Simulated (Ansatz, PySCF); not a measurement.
(3Z)-4-fluoropenta-1,3-diene (C5H7F), SMILES C=C/C=C(/C)F. Atoms are numbered in the order given.

```xyz
13

C      2.5591     0.4763     0.9980
C      1.5307     0.2319     0.1728
C      0.1528     0.0944     0.6012
C     -0.8761    -0.1504    -0.2249
C     -2.3084    -0.3058     0.1223
F     -0.6514    -0.2822    -1.5403
H      2.4115     0.5894     2.0766
H      3.5800     0.5709     0.6216
H      1.7158     0.1246    -0.9008
H     -0.0761     0.1945     1.6654
H     -2.9159     0.4450    -0.4090
H     -2.4669    -0.1926     1.2018
H     -2.6740    -1.2974    -0.1908
```

The structure is a stationary point at PBE0-D3(BJ)/def2-SVP. One conformer was computed; it need not be the lowest.

Two levels are set side by side: PBE-D3(BJ)/def2-SVP (Ansatz, an electronic-structure program) and PBE0-D3(BJ)/def2-SVP (Ansatz). Each level has its own optimised geometry; the coordinates shown are those of the second. Frequencies come from the Hessian of PySCF at each geometry. Differences are taken from unrounded values.

```csv
quantity,PBE0-D3(BJ),PBE-D3(BJ),PBE-D3(BJ) minus PBE0-D3(BJ)
mean bond length (Å),1.219,1.228,0.009
bond C1–C2 (Å),1.341,1.354,0.013
bond C2–C3 (Å),1.450,1.451,0.001
bond C3–C4 (Å),1.342,1.356,0.014
bond C4–C5 (Å),1.482,1.489,0.007
bond C4–F6 (Å),1.341,1.356,0.015
bond C1–H7 (Å),1.095,1.103,0.008
bond C1–H8 (Å),1.092,1.100,0.008
bond C2–H9 (Å),1.095,1.103,0.008
bond C3–H10 (Å),1.093,1.102,0.008
bond C5–H11 (Å),1.102,1.111,0.009
bond C5–H12 (Å),1.097,1.105,0.008
bond C5–H13 (Å),1.102,1.111,0.009
highest harmonic wavenumber (cm⁻¹),3269,3177,-93
mean harmonic wavenumber (cm⁻¹),1413,1365,-48
zero-point energy (kcal/mol),66.64,64.40,-2.25
```

GGA bonds tend to be longer and softer than those of functionals with exact exchange. Differences between two approximate levels are no errors against the true value.
